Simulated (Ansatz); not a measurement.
The cluster Ta₄Si₃ (the lowest singlet isomer of a short search) was relaxed with PBE-D4 (def2-SVP) in Ansatz in these states: neutral quintet, neutral singlet, neutral triplet. The geometries follow in no particular order.

In the def2 sets Ta takes a core potential; there is no spin–orbit coupling.

A:

Cartesian coordinates in Å:
```
Ta -1.323 -1.077 -0.102
Ta 1.102 -0.941 -1.098
Ta -0.294 1.182 0.580
Ta -0.639 0.797 -2.009
Si 1.610 1.523 -1.176
Si 0.819 -1.053 1.378
Si -1.274 -0.431 2.427
```

B:

```
atom   x (Å)   y (Å)   z (Å)
 Ta1   0.828  -0.914  -1.396
 Ta2   0.448   1.611  -1.018
 Ta3  -1.082  -0.919   0.907
 Ta4  -1.563   0.023  -1.341
 Si5  -1.203   1.561   0.914
 Si6   1.355   0.508   0.985
 Si7   1.216  -1.870   0.950
```

C:

```xyz
7

Ta   -0.857   -0.476    1.451
Ta    1.220   -1.459    0.164
Ta   -1.091    0.802   -0.678
Ta   -1.012   -1.761   -0.975
Si    0.829   -0.213   -2.022
Si    1.336    0.975    0.530
Si   -0.426    2.133    1.529
```

**Question.** Judge from the bond lengths which geometry belongs to which state (an estimate).

**Answer.** A is the neutral quintet (Ta1–Ta3 2.575 Å, Ta2–Ta3 3.045 Å, Ta4–Si5 2.506 Å); B is the neutral singlet (Ta1–Ta3 2.992 Å, Ta2–Ta3 3.527 Å, Ta4–Si5 2.754 Å); C is the neutral triplet (Ta1–Ta3 2.495 Å, Ta2–Ta3 3.341 Å, Ta4–Si5 2.623 Å).

At PBE0-D4/def2-TZVP a triplet lies 0.38 eV below the neutral quintet. At PBE0-D4/def2-TZVP a triplet lies 0.12 eV below the neutral singlet. These are the stationary points nearest to one start from a short search; other shapes may lie lower in each state.
